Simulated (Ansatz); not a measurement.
Stepwise reaction of `[SH][Ge][SH]` with methanol, as a gas-phase model of exchange steps in deposition or etching. ΔE in kJ/mol.

Isolated molecules relaxed with PBE0-D4/def2-TZVP in Ansatz; ΔE leaves out vibrations. CBS: MP2 limit from def2 TZ/QZ plus the TZ coupled-cluster correction, frozen cores. This one scheme is used for every species. Functionals use def2-TZVPP. B3LYP here is the variant with VWN-RPA as its local correlation; programs differ in this. For Ge outer-core shells are correlated without core-valence functions, which leaves a few kJ/mol of doubt a bond. Scalar relativity is left out up to krypton. One conformer a species, not always the lowest.

```
step                                       reaction  PBE-D4  B3LYP-D4  ωB97M-V  CCSD(T)/CBS
   1  `[SH][Ge][SH]` + CH₃OH → `C[O][Ge][SH]` + H₂S    22.3      15.6     15.2         18.3
```

(1) Give the row of step 2, `C[O][Ge][SH]` + CH₃OH → `C[O][Ge][O]C` + H₂S. (Estimate.)

(2) By hand: ΔE of the 2 steps together at CCSD(T)/CBS.

## Answers

(1) The calculation gave: 
```json
{"step": "2", "reaction": "`C[O][Ge][SH]` + CH₃OH → `C[O][Ge][O]C` + H₂S", "PBE-D4": "8.4", "B3LYP-D4": "0.8", "ωB97M-V": "-2.9", "CCSD(T)/CBS": "-1.7"}
```

(2) (18.3) + (-1.7) = 16.6 kJ/mol, or 8.3 kJ/mol a step.

In ΔE each step is lower than the one before. PBE-D4 differs from CCSD(T)/CBS by 4.0 to 10.1 kJ/mol a step. Isolated molecules leave out the surface, adducts and barriers. Largest T1 diagnostic: 0.015.
